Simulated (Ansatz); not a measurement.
Geometry optimisation, RKS PBE0/def2-SVP (Ansatz).

Input:

```yaml
crystal:
  periodic: [false, false, false]
  atoms:
    - { symbol: Ge, position_ang: [-1.263466, 0.24807, 0.814794] }
    - { symbol: C, position_ang: [0.457064, -0.562832, 0.343443] }
    - { symbol: C, position_ang: [0.771228, -0.520822, -1.149088] }
    - { symbol: S, position_ang: [-0.667864, 2.383537, 0.596803] }
    - { symbol: H, position_ang: [0.535855, 1.826992, 0.309305] }
    - { symbol: H, position_ang: [-1.710482, -0.075901, 2.253465] }
    - { symbol: H, position_ang: [-2.383921, -0.119851, -0.176104] }
    - { symbol: H, position_ang: [0.466937, -1.606442, 0.704688] }
    - { symbol: H, position_ang: [1.225045, -0.040666, 0.938308] }
    - { symbol: H, position_ang: [0.079331, -1.154079, -1.723889] }
    - { symbol: H, position_ang: [1.794292, -0.876136, -1.349993] }
    - { symbol: H, position_ang: [0.695881, 0.498029, -1.561633] }
basis:
  gaussian: { orbitals: def2-SVP }
hamiltonian:
  xc: pbe0
relax:
  f_tol: 0.03
  max_steps: 50
```

Run as:

```bash
$ ansatz run input.yaml --threads 2 --pin off --max-ram 3072MiB --backend cpu --events-out ev --progress --plain --runs-dir out
```

Problem. Where does it end, and by what steps?

Solution. The run converged. The force dipped under the threshold on the way, but the program's further checks kept it going. After 14 steps the energy has fallen by 0.233 eV; H5 moved furthest, 1.20 Å.

```csv
step,energy less start (eV),largest force component (eV/Å),accepted
0,0.0000,0.683,yes
1,-0.1053,0.346,yes
2,-0.1500,0.447,yes
3,-0.1241,1.480,no
4,-0.1689,0.098,yes
5,-0.1809,0.060,yes
6,-0.1848,0.764,yes
7,-0.2147,0.108,yes
8,-0.1971,0.456,no
9,-0.2232,0.072,yes
10,-0.2275,0.062,yes
11,-0.2321,0.053,yes
12,-0.1890,0.494,no
13,-0.2331,0.017,yes
14,-0.2333,0.018,yes
```

```xyz
12
Properties=species:S:1:pos:R:3
Ge -1.123 0.282 0.768
C 0.477 -0.735 0.275
C 0.831 -0.647 -1.203
S -0.909 2.429 0.168
H 0.103 2.681 1.027
H -1.396 0.188 2.283
H -2.357 -0.189 -0.022
H 0.302 -1.779 0.586
H 1.304 -0.363 0.902
H 0.038 -1.077 -1.837
H 1.763 -1.190 -1.429
H 0.968 0.399 -1.518
```

The run took 48 s on 2 threads of Arm Neoverse V2, on a shared host, peak memory 0.3 GiB.
